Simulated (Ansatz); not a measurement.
System: sum formula SiHCl (charge +1, doublet). 
Coordinates optimised at B3LYP-D3(BJ)/def2-TZVP (Ansatz, a first-principles code):
```xyz
3

Si     0.8020    -0.1976     0.6060
H      2.0633    -0.5101    -0.1563
Cl    -0.7818     0.1927    -0.4898
```
Charge +1, spin multiplicity 2.

Basis-set convergence of Hartree-Fock and MP2 correlation energies (hartree) with Ansatz. Valence correlation only, unless marked. Open shells are spin-unrestricted. No spin-orbit coupling. No relativistic terms.

| basis | functions | E(HF) | E(corr, MP2) |
|---|---|---|---|
| cc-pV(D+d)Z | 51 | -748.71462 | -0.19749 |
| cc-pV(T+d)Z | 92 | -748.74510 | -0.25914 |
| cc-pV(Q+d)Z | 158 | -748.75196 | -0.28373 |

Extrapolating the two largest sets (X = 3 and 4) as X^-3: E(corr) = (64·(-0.28373) - 27·(-0.25914))/37 = -0.3017 Eh, an estimate of the basis-set limit. The largest set recovers 94.1 % of it, the smallest 65.5 %.
